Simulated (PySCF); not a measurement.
Radiative rates from a computed spectrum

Compound: C4H4F4O.
Z-matrix (Å and degrees, GFN2-xTB geometry), rows numbered from 1:
```
F 
C   1  1.3687
C   2  1.5136  1  108.74
O   3  1.3935  2  118.63  1   173.37
C   4  1.3917  3   63.85  2  -114.34
C   5  1.5189  3  122.43  4  -104.71
F   6  1.3379  5  110.79  3   174.79
F   6  1.3341  5  113.60  3    54.00
F   6  1.3424  5  111.51  3   -66.85
H   2  1.0959  1  107.25  3  -118.42
H   2  1.0926  1  107.71  3   123.24
H   3  1.0893  2  113.07  1   -47.00
H   5  1.0879  3  119.74  4   104.47
```

Computed, not measured: TDDFT wB97X-D/def2-SVPD, vertical, gas phase, core orbitals frozen in the response in PySCF.

Computed singlets with f of 0.002 or more:

```tsv
state	E (eV)	f
S1	8.40	0.0039
S2	8.53	0.0036
S3	9.06	0.045
S4	9.22	0.021
S5	9.50	0.071
S6	9.67	0.118
S7	9.72	0.052
S8	10.03	0.023
```

Task: Give A, τ, |μ| and ∫σ dE for each state.

Result: A / s⁻¹ = 0.6670 f (ν̃ / cm⁻¹)² and τ = 1/A in vacuum; |μ| follows from f = (2/3) ΔE |μ|² (atomic units, 1 au = 2.5417 D); ∫σ dE = 109.76 f Mb·eV.

| state | A (s⁻¹) | τ | \|μ\| (D) | ∫σ dE (Mb·eV) |
| --- | --- | --- | --- | --- |
| S1 | 1.2×10⁷ | 84 ns | 0.35 | 0.43 |
| S2 | 1.1×10⁷ | 87 ns | 0.33 | 0.4 |
| S3 | 1.6×10⁸ | 6.2 ns | 1.15 | 5 |
| S4 | 7.7×10⁷ | 13 ns | 0.77 | 2.3 |
| S5 | 2.8×10⁸ | 3.6 ns | 1.40 | 7.7 |
| S6 | 4.8×10⁸ | 2.1 ns | 1.80 | 13 |
| S7 | 2.1×10⁸ | 4.7 ns | 1.18 | 5.7 |
| S8 | 1.0×10⁸ | 10 ns | 0.78 | 2.5 |

Only emission to the ground state at the vertical energy is counted.

Task: What is the integrated cross-section of all computed states together?

Result: Σf = 0.337 over S1 to S8, so 109.76 × Σf ≈ 37 Mb·eV.

Task: Suppose S1 emitted 0.3 eV lower with the same transition dipole. How would A change?

Result: At fixed |μ|, A goes as the cube of the energy: (8.10/8.40)³ = 0.90, which makes τ about 93 ns.

Task: By what factor does the largest A in the list exceed the smallest?

Result: S6 has 42 times the rate of S2.

One conformer stands for the species.
